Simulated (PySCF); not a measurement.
C₂H₃O₂, SMILES [CH2]OC=O, multiplicity 2.

Coordinates come from a PBE-D3(BJ)/def2-SVP optimisation. The isomer is the one that the SMILES or the coordinates give; other isomers of the formula were not compared. Other conformers were not sampled.

Calculation: PBE-D3(BJ)/def2-SVP (PySCF).

No scaling factor is applied to the harmonic values.

```csv
mode,ν (cm⁻¹),IR (km/mol),moving atoms (share of kinetic energy)
1,253,35.7,"H 79 %, C 19 %"
2,279,43.3,"H 80 %, O 11 %, C 9 %"
3,314,9.0,"O 45 %, C 35 %, H 20 %"
4,406,2.3,"H 45 %, O 32 %, C 23 %"
5,726,7.1,"O 67 %, H 18 %, C 15 %"
6,922,0.2,"H 58 %, C 37 %"
7,996,93.4,"C 73 %, H 16 %, O 11 %"
8,1127,28.4,"H 50 %, C 26 %, O 24 %"
9,1190,75.0,"O 44 %, C 33 %, H 24 %"
10,1342,11.2,"H 89 %, O 11 %"
11,1383,3.5,"H 80 %, C 16 %"
12,1784,291.6,"C 58 %, O 39 %"
13,2994,37.4,"H 91 %, C 9 %"
14,3109,0.5,H 96 %
15,3276,0.2,"H 88 %, C 12 %"
```
